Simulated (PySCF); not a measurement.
A scan of MgI with bad points

M06; basis Mg def2-SVPD, I def2-SVPD with ECP28; scalar-relativistic core potentials; PySCF 2.14; doublet, unpaired electrons σ ↑ requested.

```csv
R (Å),E (eV),⟨S²⟩,⟨Lz²⟩,μ (D)
2.364,0.737,0.76,0.00,-2.03
2.469,0.085,0.75,0.00,-2.98
2.548,0.016,0.75,0.00,-3.38
2.627,0.000,0.75,0.00,-3.78
2.706,0.025,0.75,0.00,-4.17
2.811,0.099,0.75,0.00,-4.22
```

The run flagged 2.364 Å: there the SCF missed its convergence threshold, so the fit leaves that out.
